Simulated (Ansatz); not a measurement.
Cost and result for the atomization energy of CH6GeOTe, SMILES `[GeH3][O]C[TeH]` (10 atoms, 9 bonds).

```xyz
10

Ge    0.903   -0.422   -1.475
O     0.451   -0.445    0.258
C    -0.386    0.562    0.723
Te   -0.823    0.317    2.819
H    -0.384   -0.512   -2.316
H     1.805   -1.645   -1.650
H     1.637    0.899   -1.771
H    -1.355    0.584    0.212
H     0.067    1.559    0.660
H    -1.916   -0.897    2.541
```

Total charge 0; spin multiplicity 1. Correlated methods include outer-core shells of Ge, Te, which these sets cover unevenly. Scalar relativity is left out up to krypton. Te takes the def2 core potential. The geometry is a stationary point of PBE0-D4/def2-TZVP. It is one conformer, not always the lowest. Program: Ansatz. All runs use 4 threads of an Intel Xeon 6975P-C on a shared host. Times are those of one run each, without the atoms' runs, and a repeat can differ threefold. Electronic energies, without spin–orbit coupling; frozen cores. CCSD(T)/CBS adds CCSD(T) − MP2 in def2-TZVPP to the MP2 limit, and its time is that of the two runs behind it. T1 = 0.012. With those shells the extrapolation isn't a true limit. B3LYP takes the VWN-RPA correlation (the form of Gaussian; ORCA's B3LYP/G).

CCSD(T)/CBS is a level of theory with its own doubt, some kJ/mol a heavy atom from the limit and from the frozen cores, so smaller differences don't rank the functionals.

```json
{"level": "PBE-D4/def2-TZVPP (with forces)", "functions": "244", "wall time": "2.4 s", "atomization (kcal/mol)": "730.3", "difference from CCSD(T)/CBS": "2.8", "per bond": "0.3"}
{"level": "PBE0-D4/def2-TZVPP", "functions": "244", "wall time": "2.9 s", "atomization (kcal/mol)": "715.7", "difference from CCSD(T)/CBS": "-11.8", "per bond": "-1.3"}
{"level": "r2SCAN-D4/def2-TZVPP (with forces)", "functions": "244", "wall time": "3.8 s", "atomization (kcal/mol)": "721.6", "difference from CCSD(T)/CBS": "-5.9", "per bond": "-0.7"}
{"level": "B3LYP-D4/def2-TZVPP (with forces)", "functions": "244", "wall time": "4.7 s", "atomization (kcal/mol)": "719.1", "difference from CCSD(T)/CBS": "-8.4", "per bond": "-0.9"}
{"level": "ωB97X-V/def2-TZVPP", "functions": "244", "wall time": "6.5 s", "atomization (kcal/mol)": "725.0", "difference from CCSD(T)/CBS": "-2.5", "per bond": "-0.3"}
{"level": "B2PLYP/def2-TZVPP", "functions": "244", "wall time": "6.5 s", "atomization (kcal/mol)": "710.9", "difference from CCSD(T)/CBS": "-16.6", "per bond": "-1.8"}
{"level": "ωB97M-V/def2-TZVPP (with forces)", "functions": "244", "wall time": "9.5 s", "atomization (kcal/mol)": "717.2", "difference from CCSD(T)/CBS": "-10.3", "per bond": "-1.1"}
{"level": "MP2/def2-QZVPP", "functions": "465", "wall time": "23 s", "atomization (kcal/mol)": "723.0", "difference from CCSD(T)/CBS": "-4.5", "per bond": "-0.5"}
{"level": "CCSD(T)/def2-TZVPP", "functions": "244", "wall time": "100 s", "atomization (kcal/mol)": "707.5", "difference from CCSD(T)/CBS": "-20.0", "per bond": "-2.2"}
{"level": "CCSD(T)/CBS(def2)", "functions": "–", "wall time": "2 min", "atomization (kcal/mol)": "727.5", "difference from CCSD(T)/CBS": "0.0", "per bond": "0.0"}
```

The D4 term adds +8.5 kcal/mol with B3LYP and +4.5 kcal/mol with PBE0; it sums over pairs of atoms, weighted by their polarisabilities, and B3LYP, whose exchange is more repulsive, gets the larger term. From PBE to PBE0 (25 % exact exchange), in def2-TZVPP and without D4, the atomization energy moves by −13.8 kcal/mol: exact exchange takes away binding that semilocal exchange gives to molecules. In def2-TZVPP, CCSD(T) changes the Hartree–Fock value by +211.3 kcal/mol (the triples alone add +12.4 kcal/mol) and MP2 by +215.0 kcal/mol; breaking electron pairs costs correlation energy, which Hartree–Fock lacks.

Spin–orbit coupling would lower the free Te atoms strongly, and the atomization energy with them, by more than many differences here. For some Ge, Se and Sn compounds the MP2-based and the directly extrapolated limit differ by 10 to 25 kJ/mol.
